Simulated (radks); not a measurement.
Se III, 32 electrons, occupied as [Ar] 3d10 4s1 4p3 (not the ground configuration). Calculated with a radial shooting solver on a logarithmic mesh with Libxc functionals: Dirac Kohn-Sham, BLYP, spin-unpolarised, spherical densities, finite nucleus; open shells are shared between the two j in proportion to 2j + 1; Fermi nuclear charge, rms radius 4.14 fm.

Normalised radial functions P(r) = r R(r) (large component), r in bohr:

```
   r/bohr * 3p3/2, o 4p1/2, + 4p3/2 (the largest magnitude, 1.4, reaches the edge; | marks zero, & curves that meet)
 0.001478                             &
 0.001925                             &
 0.002526                             &
  0.00329                             &
 0.004283                             &
 0.005622                             &
 0.007321                             &
 0.009533                             &*
  0.01241                             &*
  0.01629                             |&*
  0.02122                             |& *
  0.02763                             |&  *
  0.03626                             | &   *
  0.04722                             |  &    *
  0.06148                             |  &       *
   0.0807                             |   &         *
   0.1051                             |   &          *
   0.1368                             |   &        *
   0.1782                             | &    *
   0.2339                          *o+|
   0.3045              *         &    |
   0.3965     *                &      |
   0.5205  *                    &     |
   0.6777      *                    & |
   0.8825              *              |    &
    1.158                      *      |          +o
    1.508                          *  |              &
    1.964                            *|             &
    2.557                             *          &
    3.357                             *     &
    4.371                             * &
    5.692                             *&
```

3p3/2: eigenvalue -175.09 eV, 1 radial node at r = 0.216 bohr, <r> = 0.593 bohr, 90 % of the charge inside 0.907 bohr. 4p1/2: eigenvalue -26.436 eV, 2 radial nodes at r = 0.205, 0.725 bohr, <r> = 1.95 bohr, 90 % of the charge inside 2.92 bohr. 4p3/2: eigenvalue -25.901 eV, 2 radial nodes at r = 0.209, 0.738 bohr, <r> = 1.98 bohr, 90 % of the charge inside 2.96 bohr.
